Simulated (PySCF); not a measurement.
A run that did not reach its result, on `C=C[C@@H](Cl)[C@H](F)C(=O)O` (driver script around PySCF, density fitting, GFN2-xTB geometry as the base; each input is a line of settings and coordinates in Å).

Command:
```bash
OMP_NUM_THREADS=1 python probes_run.py task.json out
```
Input:
```
{"job": {"kind": "uv", "xc": "PBE0", "basis": "6-31G-J", "nstates": 3, "ntriplets": 2, "tda": true, "grid": 0, "scf": {"guess": "1e", "max_cycle": 79}}, "charge": 0, "multiplicity": 1}
C     -2.589643     0.380770     0.115843
C     -1.286391     0.526492    -0.040061
C     -0.437451    -0.487983    -0.728315
Cl     0.140763     0.175578    -2.299120
C      0.814062    -0.871098     0.075043
F      0.424836    -1.304176     1.319910
C      1.765244     0.321878     0.225812
O      1.554810     1.298567     0.882804
O      2.868937     0.125534    -0.488279
H     -3.181979     1.127112     0.614748
H     -3.114793    -0.488927    -0.244456
H     -0.767995     1.399762     0.327330
H     -1.013694    -1.386982    -0.963063
H      1.352499    -1.698114    -0.402950
H      3.466382     0.889576    -0.428470
```

Output:
```
KeyError: 'Element cl (Z=17) not found in basis 6-31G-J version 0'
```

**Question.** Diagnose the run.

**Answer.** The basis 6-31G-J in the Basis Set Exchange has no functions for chlorine, so the input was refused before any integral. Choose a basis that covers all elements. The run gave no result.

Conformer computed: `[CH2:1]=[CH:2][C@@H:3]([Cl:4])[C@H:5]([F:6])[C:7](=[O:8])[OH:9]`: C1–C2–C3–Cl4 111°, C2–C3–C5–F6 56°, C3–C5–C7–O8 69°, H–O9–C7–C5 178°.
